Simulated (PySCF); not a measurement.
**Löwdin shares of the frontier orbitals**

C3H13OPSi2.
Geometry (PBE0-D3(BJ)/def2-SVP, Å), atoms numbered from 1 in this order:
```
atom  x, y, z in Å
C1     2.852    0.962    0.775
C2     1.927    0.294   -0.214
O3     0.619    0.272    0.310
Si4   -0.739   -0.203   -0.540
C5    -0.572   -1.959   -1.187
Si6   -2.503    0.026    0.979
P7    -0.964    1.154   -2.355
H8     2.522    1.992    0.973
H9     2.852    0.415    1.730
H10    3.882    0.991    0.390
H11    1.946    0.833   -1.181
H12    2.273   -0.738   -0.420
H13   -1.505   -2.287   -1.670
H14   -0.350   -2.653   -0.361
H15    0.238   -2.034   -1.930
H16   -2.619    1.449    1.424
H17   -2.316   -0.845    2.182
H18   -3.786   -0.365    0.311
H19   -1.638    2.196   -1.649
H20   -2.174    0.514   -2.768
```

Method: TDDFT PBE0/def2-SVPD, vertical, gas phase, core orbitals frozen in the response in PySCF.

Frontier orbitals with the atoms that hold most of them (Löwdin shares over 4%, at most four atoms; ? is withheld):

```csv
orbital,ε (eV),atoms
LUMO+2,0.35,"P7 22%, Si6 20%, H20 11%, Si4 11%"
LUMO+1,0.20,"Si6 21%, Si4 16%, P7 12%, C5 11%"
LUMO,0.00,?
HOMO,-7.00,?
HOMO-1,-7.90,"O3 35%, C5 15%, Si4 13%, C2 8%"
HOMO-2,-8.60,"P7 28%, O3 23%, Si4 10%, Si6 9%"
HOMO-3,-8.99,"O3 32%, C2 12%, Si4 12%, C1 10%"
```

Problem. Which atoms hold the LUMO, and with what shares?

Solution. P7 (bonded to Si and 2 H) 22%; Si4 (bonded to C, O, P and Si) 20%; Si6 (bonded to Si and 3 H) 18%; H17 (bonded to Si) 6%. By element: silicon 38%, phosphorus 22%, hydrogen 6% or more.

Problem. Give the leading atoms of the HOMO.

Solution. P7 (bonded to Si and 2 H) 49%; Si4 (bonded to C, O, P and Si) 15%; Si6 (bonded to Si and 3 H) 11%; O3 (bonded to C and Si) 7%. By element: phosphorus 49%, silicon 26%, oxygen 7%.

Problem. How does S1 compare with the orbital gap of 7.00 eV?

Solution. S1 is at 5.92 eV (f = 0.016), 1.08 eV below the gap, made of HOMO→LUMO+1 (60%), HOMO→LUMO+2 (16%), HOMO→LUMO (15%). Its leading pair isn't HOMO and LUMO; the energies of that pair differ by 7.20 eV. 

Problem. One configuration dominates each of S5 and S7. Which, and how do the shares of the two leading atoms of either orbital change from the occupied to the empty one?

Solution. 
- S5 (6.70 eV, f 0.0044), HOMO-1→LUMO (80%): O3 35% → at most 7%, C5 15% → at most 7%, P7 at most 8% → 22%, Si4 13% → 20%
- S7 (6.95 eV, f 0.028), HOMO-1→LUMO+1 (75%): O3 35% → at most 11%, C5 15% → 11%, Si6 at most 8% → 21%, Si4 13% → 16%

Löwdin shares depend on the basis, the more so with diffuse functions.

One conformer stands for the species.
